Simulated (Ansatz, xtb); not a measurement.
Pulling on the O4–H5 bond in AlFH2O (SMILES [OH][AlH][F]) (multiplicity 1 held, fragments rigid). Energies count from the point at 0.958 Å.
Geometry at that point (charge 0, multiplicity 1):
```xyz
5

Al    -0.224    -0.370     0.121
H     -1.029    -1.642     0.519
F      1.246    -0.075     0.818
O     -0.855     0.703    -1.017
H     -0.434     1.507    -1.323
```

Restricted levels (R-, RO-) in cc, def2 and unpolarised 6-31G sets keep to the state of the molecule at rest. U- levels take the lowest unrestricted solution at each point, which mixes spins at long bonds. Active spaces are followed from a long bond inwards. Curves can end on different states.

Frozen-core correlation.

Programs: Ansatz (Gaussian basis) for Hartree–Fock, density functionals and correlated methods; xtb for the GFN methods. Each number belongs to the level named beside it. The GFN methods have no spin term and hold the electronic entropy of 300 K.

Energies in kcal/mol.

| R (Å) | GFN2-xTB | R-MP2/cc-pV(D+d)Z | U-CCSD/cc-pV(D+d)Z | SC-NEVPT2 on CASSCF(4,3)/cc-pV(D+d)Z | FIC-MRCISD on CASSCF(4,3)/cc-pV(D+d)Z | FIC-MRCISD+Q on CASSCF(4,3)/cc-pV(D+d)Z |
|---|---|---|---|---|---|---|
| 0.766 | 33.1 | 39.2 | 38.8 | 42.0 | 38.4 | 38.8 |
| 0.862 | 5.8 | 8.0 | 7.8 | 10.2 | 7.6 | 7.8 |
| 0.958 | 0.0 | 0.0 | 0.0 | 0.0 | 0.0 | 0.0 |
| 1.054 | 4.2 | 4.3 | 4.5 | 3.5 | 4.5 | 4.4 |
| 1.150 | 12.8 | 14.8 | 15.1 | 13.6 | 15.1 | 14.9 |
| 1.293 | 29.0 | 35.4 | 35.5 | 33.8 | 35.3 | 35.1 |
| 1.437 | 45.9 | 56.9 | 56.7 | 55.0 | 55.8 | 55.6 |
| 1.677 | 71.9 | 88.8 | 87.7 | 85.3 | 84.0 | 84.4 |
| 1.916 | 92.9 | 113.3 | 108.7 | 105.8 | 102.4 | 103.3 |
| 2.203 | 111.5 | 133.1 | 118.5 | 118.3 | 113.3 | 114.7 |
| 2.587 | 127.5 | 145.6 | 120.9 | 123.8 | 118.1 | 119.7 |
| 3.066 | 137.3 | 145.1 | 121.4 | 125.4 | 119.5 | 121.2 |

Doubts at one or more of the structures used: a restricted determinant that unrestricted orbitals would lower (R-MP2/cc-pV(D+d)Z); a spin-contaminated determinant (U-CCSD/cc-pV(D+d)Z); T1 above 0.05 (U-CCSD/cc-pV(D+d)Z); active orbitals that take no part (SC-NEVPT2 on CASSCF(4,3)/cc-pV(D+d)Z, FIC-MRCISD on CASSCF(4,3)/cc-pV(D+d)Z, FIC-MRCISD+Q on CASSCF(4,3)/cc-pV(D+d)Z).

Ansatz is an electronic-structure program.
